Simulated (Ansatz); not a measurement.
Energy needed to pull apart AlBGeH6 (SMILES [BH2][GeH2][AlH2]), closed shell, into free ground-state atoms, from the structure below (displaced at random from a GFN2-xTB minimum); no zero-point or spin–orbit terms; open-shell atoms are treated unrestricted, in their ground-state multiplicity.

```xyz
9
angstrom
B -0.9713 0.8407 -1.6022
Ge 0.3742 0.2600 -0.2919
Al 0.3408 -1.2024 1.6063
H -1.1017 0.3659 -2.6833
H -1.7465 1.6943 -1.3032
H 0.9117 1.4322 0.5898
H 1.7599 -0.0569 -0.9934
H 0.0543 -2.7316 1.6592
H 0.4418 -0.6099 3.0379
```

Program: Ansatz 0.2.0. Basis: def2-TZVPP. Cores are frozen in the correlated methods. Filled d shells of the heavier atoms are correlated. The def2 sets are not built for correlating such inner shells, so the correlated values are less sure here.

```json
{"method": "SPW92", "atomization energy (kcal/mol)": "?"}
{"method": "PBE-D4", "atomization energy (kcal/mol)": "559.6"}
{"method": "r2SCAN-D4", "atomization energy (kcal/mol)": "570.1"}
{"method": "PBE0-D4", "atomization energy (kcal/mol)": "559.4"}
{"method": "r2SCAN0-D4", "atomization energy (kcal/mol)": "566.1"}
{"method": "wB97M-V", "atomization energy (kcal/mol)": "564.2"}
{"method": "HF", "atomization energy (kcal/mol)": "?"}
{"method": "MP2", "atomization energy (kcal/mol)": "549.7"}
{"method": "CCSD", "atomization energy (kcal/mol)": "550.9"}
{"method": "CCSD(T)", "atomization energy (kcal/mol)": "555.8"}
```

Q: What does HF give? (Judge from chemistry; the value comes from the calculation.)

A: The calculation gives: 431.4 kcal/mol, which is about 124.4 kcal/mol less than CCSD(T)/def2-TZVPP.

Q: What does SPW92 give? (Judge from chemistry; the value comes from the calculation.)

A: By the calculation: 627.1 kcal/mol, which is about 71.4 kcal/mol more than CCSD(T)/def2-TZVPP.

In triple zeta the MP2 and coupled-cluster atomization energies are still short of their basis limit by a few kcal/mol a bond, whereas those of the functionals are nearly converged, so these differences are not deviations from converged CCSD(T).

The T1 diagnostic stays at or below 0.015.

For scale, one of the runs: CCSD(T)/def2-TZVPP forces, 205 basis functions (an equivalent command: `ansatz run in.yaml --threads 4`). Hardware: 4 CPU threads, shared host. Wall time 6.1 min; peak host memory 2.8 GiB.
